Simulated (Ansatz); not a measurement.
The same ligand exchange along the group O, S, Se.

Isolated molecules relaxed with PBE0-D4/def2-TZVP in Ansatz; ΔE leaves out vibrations. CCSD(T)/CBS adds triple-zeta CCSD(T) − MP2 to the extrapolated MP2 energy (def2 sets, frozen cores). This one scheme is used for every species. DFT in def2-TZVPP. For Ge, Se outer-core shells are correlated without core-valence functions, which leaves a few kJ/mol of doubt a bond. Scalar relativity is left out up to krypton. Each species was taken in one conformer, which may not be the lowest.

```json
{"reaction": "`[CH3][GeH]([OH])[F]` + HCl → `[CH3][GeH]([F])[Cl]` + H₂O", "ωB97X-V (kJ/mol)": "-36", "HF/CBS(def2) (kJ/mol)": "-37", "CCSD(T)/CBS(def2) (kJ/mol)": "-38"}
{"reaction": "`[CH3][GeH]([F])[SH]` + HCl → `[CH3][GeH]([F])[Cl]` + H₂S", "ωB97X-V (kJ/mol)": "-32", "HF/CBS(def2) (kJ/mol)": "-42", "CCSD(T)/CBS(def2) (kJ/mol)": "-28"}
{"reaction": "`[CH3][GeH]([F])[SeH]` + HCl → `[CH3][GeH]([F])[Cl]` + H₂Se", "ωB97X-V (kJ/mol)": "-23", "HF/CBS(def2) (kJ/mol)": "-32", "CCSD(T)/CBS(def2) (kJ/mol)": "-16"}
```

Largest T1 diagnostic: 0.011, for `[CH3][GeH]([OH])[F]`.
